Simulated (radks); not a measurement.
All-electron atom: Ni V in [Ne] 3s2 3p4 3d6 4s2 (not the ground configuration).

Calculated with a radial shooting solver on a logarithmic mesh with Libxc functionals: Dirac Kohn-Sham, PBEsol, spin-unpolarised, spherical densities, point nucleus; open shells fill j = l - 1/2 first.

Energy parts (hartree):
part                       energy
total                 -1508.05297
kinetic                1532.76392
electron-nucleus      -3552.80695
Hartree                 570.75945
exchange-correlation    -58.76939

Orbitals (lengths in bohr, moments of r in powers of bohr; r(90%) holds 90 % of the orbital's charge):
\begin{tabular}{lrrrr}
orbital & occ. & eigenvalue (hartree) & r(90%) & <r> \\ \hline
1s1/2 & 2 & -304.9863 & 0.0967 & 0.05412 \\
2s1/2 & 2 & -39.43018 & 0.379 & 0.2447 \\
2p1/2 & 2 & -34.86039 & 0.349 & 0.2129 \\
2p3/2 & 4 & -34.21665 & 0.353 & 0.2161 \\
3s1/2 & 2 & -7.11264 & 1.06 & 0.7138 \\
3p1/2 & 2 & -5.68734 & 1.11 & 0.7292 \\
3p3/2 & 2 & -5.59632 & 1.12 & 0.7372 \\
3d3/2 & 4 & -3.23312 & 1.26 & 0.7716 \\
3d5/2 & 2 & -3.22040 & 1.26 & 0.7743 \\
4s1/2 & 2 & -1.95733 & 2.64 & 1.836 \\
4p1/2 & 0 & -1.59136 & 2.93 & 2.017 \\
4p3/2 & 0 & -1.57753 & 2.95 & 2.033 \\
5s1/2 & 0 & -0.86130 & 5.18 & 3.693 \\
\end{tabular}

The highest occupied level is 4s1/2 at -53.262 eV. The density falls to 0.001 e/bohr^3 at r = 3.21 bohr.
